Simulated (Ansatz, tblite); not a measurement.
Removing and adding an electron: the cluster Li2Al5 (the lowest doublet isomer of a short search). Charge 0, multiplicity 2. Geometry: PBE-D4/def2-SVP. Ansatz, gas phase; energy differences of separate SCF runs; the oxidised species is a singlet (the triplet lies 0.08 eV higher at PBE0-D4/def2-TZVP); the reduced species is a triplet (the singlet lies 0.13 eV higher at PBE0-D4/def2-TZVPD).

```csv
atom,x (Å),y (Å),z (Å)
Li1,-1.649,-2.453,-0.130
Li2,0.482,2.016,2.110
Al3,1.889,0.720,0.207
Al4,0.789,-1.617,-0.950
Al5,-1.130,-0.150,-1.768
Al6,-0.145,1.978,-0.685
Al7,-0.236,-0.495,1.215
```

The xTB rows come from tblite. At PBE0-D4/def2-TZVPD a singlet of charge -1 lies 0.40 eV below the triplet, each at its own geometry. The structure comes from a short search, and lower isomers may exist.

```json
{"level": "GFN2-xTB", "−HOMO (eV)": "–", "vertical IE (eV)": "8.13", "−LUMO (eV)": "–", "vertical EA (eV)": "3.32", "HOMO–LUMO gap (eV)": "–", "IE − EA (eV)": "4.81", "remarks": "–"}
{"level": "PBE-D4/def2-TZVP", "−HOMO (eV)": "3.68", "vertical IE (eV)": "5.62", "−LUMO (eV)": "3.19", "vertical EA (eV)": "–", "HOMO–LUMO gap (eV)": "0.48", "IE − EA (eV)": "–", "remarks": "restricted singlet, untested (+1 singlet)"}
{"level": "PBE-D4/def2-TZVPD", "−HOMO (eV)": "3.66", "vertical IE (eV)": "–", "−LUMO (eV)": "3.18", "vertical EA (eV)": "1.44", "HOMO–LUMO gap (eV)": "0.48", "IE − EA (eV)": "–", "remarks": "HOMO above zero (-1 triplet)"}
```

Q: Estimate the rows for GFN1-xTB, PBE0-D4/def2-TZVP, PBE0-D4/def2-TZVPD.

A: 
| level | −HOMO (eV) | vertical IE (eV) | −LUMO (eV) | vertical EA (eV) | HOMO–LUMO gap (eV) | IE − EA (eV) | remarks |
| --- | --- | --- | --- | --- | --- | --- | --- |
| GFN1-xTB | – | 9.36 | – | – | – | – | – |
| PBE0-D4/def2-TZVP | 4.33 | 5.65 | 2.62 | – | 1.71 | – | restricted singlet, untested (+1 singlet) |
| PBE0-D4/def2-TZVPD | 4.31 | – | 2.60 | 1.44 | 1.71 | – | – |

Run but left out: r2SCAN0-D4/def2-TZVP, r2SCAN0-D4/def2-TZVPD (doublet: ⟨S²⟩ 1.27 to 1.29, where a pure state has 0.75).   A HOMO above zero means that the electron is unbound at that level or that self-interaction error raises the level; the energy of removing that electron tells which. HOMO and LUMO are the levels of the spin that leaves or enters (xTB has no such levels and no spin-polarisation term). Other spin states of the ions may lie lower, which would lower the ionisation energy or raise the affinity. Raw xTB energy differences between charge states are shifted by several eV; the methods need an empirical correction for them.
